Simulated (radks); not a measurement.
Values are calculated unless marked as measured or tabulated.
Charge is removed step by step from the 2s level of Hf32+, starting from [Kr] 4d4. Level of theory: scalar-relativistic Kohn-Sham, PBE, spin-unpolarised, spherical densities, finite nucleus; Fermi nuclear charge, rms radius 5.347 fm (a radial shooting solver on a logarithmic mesh with Libxc functionals).

| removed (e) | E - E(0) (eV) | eigenvalue (eV) | E minus straight line (eV) |
|---|---|---|---|
| 0 | 0.000 | -12414.1 | 0.000 |
| 0.1 | 1241.2 | -12438.4 | -10.982 |
| 0.2 | 2484.8 | -12462.6 | -19.529 |
| 0.3 | 3730.8 | -12486.9 | -25.637 |
| 0.4 | 4979.3 | -12511.3 | -29.307 |
| 0.5 | 6230.2 | -12535.6 | -30.535 |
| 0.6 | 7483.5 | -12559.9 | -29.320 |
| 0.7 | 8739.3 | -12584.3 | -25.661 |
| 0.8 | 9997.6 | -12608.7 | -19.556 |
| 0.9 | 11258.3 | -12633.1 | -11.003 |
| 1 | 12521.4 | -12657.5 | 0.000 |

Removing the whole electron costs 12521.4 eV by Delta-SCF, against 12414.1 eV from minus the eigenvalue at the starting occupation. Slater's transition state (half an electron removed) gives 12535.6 eV. Integrating minus the eigenvalue over the occupation (Janak's theorem) gives 12535.7 eV. In this scalar-relativistic scheme the density is built from large components alone, so the theorem holds only approximately. The mean slope of the eigenvalue, de/dn, is 243 eV per electron.
